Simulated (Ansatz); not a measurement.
Consider the substitution at a C–O bond: `C[O][Nb](=[NH])([OH])[F]` + `C#[C][Zr]([OH])([OH])[F]` → `C#[C][Zr]([OH])([F])[O]C` + `[NH]=[Nb]([OH])([OH])[F]`.

Program: Ansatz. Geometries: PBE0-D4/def2-TZVP. ΔE: electronic, gas phase. CCSD(T)/CBS is the MP2 limit (def2-TZVPP, def2-QZVPP) plus CCSD(T) − MP2 in def2-TZVPP, frozen cores. Functionals use def2-TZVPP. Elements past krypton have def2 core potentials. For Nb, Zr outer-core shells are correlated without core-valence functions, which leaves a few kJ/mol of doubt a bond. Each species was taken in one conformer, which may not be the lowest.

| species | PBE-QIDH energy (Eh) |
| --- | --- |
| `C[O][Nb](=[NH])([OH])[F]` | -403.01391 |
| `C#[C][Zr]([OH])([OH])[F]` | -375.21115 |
| `C#[C][Zr]([OH])([F])[O]C` | -414.46870 |
| `[NH]=[Nb]([OH])([OH])[F]` | -363.75713 |

(1) Work out ΔE.

Largest T1 diagnostic among the species: 0.021, so the coupled-cluster value is less sure than usual.

Results:

(1) ΔE = (-414.46870) + (-363.75713) − (-403.01391) − (-375.21115) = -0.00077 Eh = -0.02 eV. CCSD(T)/CBS gives 0.00 eV.

Leaving LDA and LC-ωPBE aside and taking each functional with its dispersion term where it has one, the values, not all of them listed here, spread over 0.01 eV, from HSE06-D4 to CAM-B3LYP-D4.
